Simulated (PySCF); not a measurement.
Species: C₄H₄BFO.
Numbering: `[F:1][BH:2][c:3]1[cH:4][cH:5][cH:6][o:7]1` (hydrogens: H8 on B2; H9 on C4; H10 on C5; H11 on C6)

Level of theory: PySCF, PBE0-D3(BJ)/def2-SVP geometry optimisation, gas phase.

(1) Give the optimised bond lengths and angles.

Answers

(1) 
```csv
bond,length (Å),order
F1–B2,1.324,single
B2–C3,1.529,single
C3–C4,1.380,aromatic
C4–C5,1.418,aromatic
C5–C6,1.371,aromatic
C6–O7,1.331,aromatic
C3–O7,1.368,aromatic
B2–H8,1.210,single
C4–H9,1.089,single
C5–H10,1.087,single
C6–H11,1.088,single
```

Orders are formal, as drawn. A selection of angles:
```csv
angle,degrees
F1–B2–C3,120.5
F1–B2–H8,118.5
C3–B2–H8,121.0
B2–C3–C4,131.0
B2–C3–O7,120.7
C4–C3–O7,108.3
C3–C4–C5,107.2
C3–C4–H9,125.3
C5–C4–H9,127.5
C4–C5–C6,105.2
C4–C5–H10,128.1
C6–C5–H10,126.7
C5–C6–O7,111.1
C5–C6–H11,132.5
O7–C6–H11,116.4
C3–O7–C6,108.2
```

Torsions: F1–B2–C3–C4 -179° (antiperiplanar).

The 7 heavy atoms lie in one plane (0.004 Å rms). The C–O distances run from 1.331 Å (C6–O7, aromatic) to 1.368 Å (C3–O7, aromatic), a spread of 0.037 Å. B2 (three-coordinate boron) is planar (angles 121.0°, 120.5° and 118.5°, sum 360.0°, 0.00 Å off the plane of its three neighbours). The C–C distances run from 1.371 Å (C5–C6, aromatic) to 1.418 Å (C4–C5, aromatic), a spread of 0.047 Å. The 5-membered ring C3–C4–C5–C6–O7 has internal angles of 105.2° to 111.1°; it is planar, 0.00 Å rms from its mean plane, widest ring torsion 0°.

Point group: Cs (tolerance 0.08 Å). PBE0-D3(BJ)/def2-SVP frequencies: not computed here. One conformer, not necessarily the lowest.
